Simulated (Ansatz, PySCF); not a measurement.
Species: sum formula BeHCl, net charge 0, singlet state. 
Coordinates optimised at B3LYP-D3(BJ)/def2-TZVP (Ansatz, a quantum-chemistry and plane-wave program):
SMILES: [BeH][Cl]
```xyz
3

Be     0.0000     0.0000    -1.3353
H      0.0000     0.0000    -2.6579
Cl     0.0000     0.0000     0.4705
```

Wanted: atomisation energy (electronic, to ground-state atoms), in kcal/mol. Correlated levels leave the core frozen unless marked. UHF or UKS for open shells. Spin-orbit coupling is left out. Non-relativistic. The coupled-cluster limit lacks core correlation, which all-electron functionals hold. Basis-set limits of correlation are two-point, X^-3; Hartree-Fock from the larger set.

```json
[
 {"level": "HF-D3(BJ)/def2-TZVPD", "program": "PySCF + dftd3", "atomisation energy (kcal/mol)": "___"},
 {"level": "TPSSh-D3(BJ)/def2-TZVPD", "program": "PySCF + dftd3", "atomisation energy (kcal/mol)": "192.3"},
 {"level": "TPSSh-D4/def2-TZVPD", "program": "PySCF + dftd4", "atomisation energy (kcal/mol)": "192.3"},
 {"level": "CCSD(T)/CBS(def2-TZVPPD,def2-QZVPPD)", "program": "Ansatz", "atomisation energy (kcal/mol)": "___"}
]
```

Task: Complete the blanks.

Result: 
- HF-D3(BJ)/def2-TZVPD, atomisation energy (kcal/mol): 163.5
- CCSD(T)/CBS(def2-TZVPPD,def2-QZVPPD), atomisation energy (kcal/mol): 187.9
